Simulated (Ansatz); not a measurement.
A set of 12 reactions (ligand exchange), with CCSD(T)/CBS values in kJ/mol:

```json
{"reaction": "`NCN[SiH3]` + `CBN[SiH3]` → `CBN([SiH3])[SiH3]` + `NCN`", "ΔE": "6.2"}
{"reaction": "`N=C(S)[SiH2]O` + `OCO` → `OCO[SiH2]O` + `N=CS`", "ΔE": "-101.7"}
{"reaction": "`C[S][GeH2][Cl]` + `N[Si](F)(F)Cl` → `F[Si](F)(Cl)[NH][GeH2][Cl]` + CH₃SH", "ΔE": "29.7"}
{"reaction": "`B/C=C/C` + HI → `BI` + `C=CC`", "ΔE": "-43.7"}
{"reaction": "`N[SiH](N)N[SiH3]` + `CB(N)O` → `CB(N)O[SiH3]` + `N[SiH](N)N`", "ΔE": "-34.7"}
{"reaction": "`N[SiH](F)BCl` + CH₃OH → `COBCl` + `N[SiH2]F`", "ΔE": "-172.1"}
{"reaction": "`B[SiH2][SiH2]O` + `OC[AsH2]` → `B[AsH]CO` + `O[SiH2][SiH3]`", "ΔE": "-42.1"}
{"reaction": "`[F][Sn][O][SiH3]` + `[OH][Mg][Cl]` → `[SiH3][O][Mg][Cl]` + `[OH][Sn][F]`", "ΔE": "-9.4"}
{"reaction": "`B[SiH]([SiH3])O[SiH3]` + `N=C([SiH3])S` → `BSC(=N)[SiH3]` + `[SiH3]O[SiH2][SiH3]`", "ΔE": "-117.3"}
{"reaction": "`[SbH2][I]` + NH₃ → `[NH2][SbH2]` + HI", "ΔE": "118.5"}
{"reaction": "`BC(C)C` + `O[SiH2]S[SiH3]` → `BO[SiH2]S[SiH3]` + `CCC`", "ΔE": "-141.5"}
{"reaction": "`[SiH3][SiH2][GaH2]` + H₂S → `[SH][GaH2]` + `[SiH3][SiH3]`", "ΔE": "-80.2"}
```

Program: Ansatz. Geometries: PBE0-D4/def2-TZVP. ΔE: electronic, gas phase. CCSD(T)/CBS is the MP2 limit (def2-TZVPP, def2-QZVPP) plus CCSD(T) − MP2 in def2-TZVPP, frozen cores. This one scheme is used for every species. Functionals use def2-TZVPP. B3LYP here is the variant with VWN-RPA as its local correlation; programs differ in this. def2 core potentials past Kr. For As, Ga, Ge, I, Mg, Sb, Sn outer-core shells are correlated without core-valence functions, which leaves a few kJ/mol of doubt a bond. Scalar relativity is left out up to krypton. Each species was taken in one conformer, which may not be the lowest.

Question: Give the mean, mean absolute and largest difference (level minus CCSD(T)/CBS, kJ/mol) for: PBE0-D4, B3LYP-D4, ωB97X-V, B2PLYP, PBE, r2SCAN, B3LYP, SCS-MP2/def2-TZVPP, CCSD/def2-TZVPP, CCSD(T)/def2-TZVPP, HF/def2-QZVPP, SCS-MP2/def2-QZVPP, HF/CBS(def2), CCSD/CBS(def2). (An estimate is asked.)

Answer: The calculation gave: 
```tsv
level	mean	mean absolute	largest
PBE0-D4	4.8	4.8	7.4
B3LYP-D4	1.6	3.4	9.9
ωB97X-V	0.6	2.9	-8.1
B2PLYP	-1.3	3.8	-9.1
PBE	5.9	6.8	12.6
r2SCAN	1.8	3.2	8.5
B3LYP	1.0	5.1	9.3
SCS-MP2/def2-TZVPP	-3.8	4.5	-10.3
CCSD/def2-TZVPP	-1.8	3.3	-12.8
CCSD(T)/def2-TZVPP	-1.8	2.6	-13.7
HF/def2-QZVPP	-4.5	9.0	-22.8
SCS-MP2/def2-QZVPP	-2.9	3.4	-8.2
HF/CBS(def2)	-4.6	9.1	-23.0
CCSD/CBS(def2)	0.0	1.3	-3.8
```

The largest T1 diagnostic in the set is 0.018, for `[OH][Sn][F]` (customary mark 0.02).

CCSD(T)/CBS is a level of theory with its own doubt, and the functionals carry their triple-zeta basis error, so these figures describe this set and don't rank the functionals.
